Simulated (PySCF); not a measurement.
HO₄S, SMILES O=S(=O)([O-])O, charge -1. Atoms are numbered in the order given.

```xyz
6

O      1.3029    -0.8241     0.0000
S     -0.1409     0.0563     0.0000
O      0.3645     1.4529     0.0000
O     -0.8159    -0.3626    -1.2401
O     -0.8159    -0.3626     1.2401
H      1.9701    -0.1289     0.0000
```
Charge -1, spin multiplicity 1.

Coordinates come from a PBE0-D3(BJ)/def2-SVPD optimisation. Other conformers were not sampled.

Method: PBE/def2-SVPD (PySCF).

Isolated molecule, no solvent.

```
Quantity                                                          Result
------------------------------------------------  ----------------------
total energy                                          -698.94002 hartree
point group                                                           Cs
highest occupied level                                          -1.03 eV
lowest empty level                                               3.46 eV
orbital gap                                                      4.49 eV
dipole moment about the centre of nuclear charge                  2.31 D
mean static polarisability                          46.1 bohr³ (6.84 Å³)
polarisability, principal values                  44.8, 45.8, 47.8 bohr³
```
